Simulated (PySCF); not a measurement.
An unknown shows these calculated signals:

¹H NMR (400 MHz, computed): δ 6.60 (m, 1H), 6.48 (m, 1H), 5.96 (m, 1H), 5.41 (d, 2H), 2.24 (br s, 2H), 1.60 (s, 1H).

¹³C{¹H} NMR (computed): δ 146.3 (CH), 141.9 (CH2), 95.6 (CH), 88.1 (C).

- geometry: GFN2-xTB
- NMR shieldings at PBE0/pcSseg-1/GIAO
- code: PySCF 2.14.0 with density-fitted response routines
- one conformer, equivalent nuclei averaged, non-relativistic Hamiltonian, gas phase

Shifts are taken against calculated references (same method and geometry level): ¹H, ¹³C vs TMS.

**Question.** Which of these does the molecule contain: an NH or NH2 group, a C≡C triple bond, a methoxy group, a non-aromatic C=C double bond, an aldehyde, a Si–H bond?

**Answer.** 
- An NH or NH2 group: no.
- A C≡C triple bond: yes (δC 95.6, 88.1; δH 1.60 (s)).
- A methoxy group: no.
- A non-aromatic C=C double bond: yes.
- An aldehyde: no.
- A Si–H bond: yes (δH 5.41 (d)).

The data belong to `C#C[Si](O)(O)O[SiH2]C=C`, C$_{4}$H$_{8}$O$_{3}$Si$_{2}$; they needn't prove each group on their own.

Carbon signals by region: 2 in the sp2 and nitrile region (100–160 ppm), 2 at 50–100 ppm.

OH/NH shifts are gas-phase values; hydrogen bonding in solution moves them, usually downfield. Shifts are as computed. Against solution values, carbons near 30 ppm lie about +3 ppm off and those near 130 ppm about +5 ppm. Of 1309 compounds with measured shifts, 239 miss one by over three times the rms of a fit or turn the order of signals round; such compounds aren't used in these exercises. No couplings were computed; multiplicities are counted from neighbouring protons, with m where these are inequivalent, close in shift, in a saturated or five-membered ring or joined by F or P, and br s for small geminal =CH2 splittings.
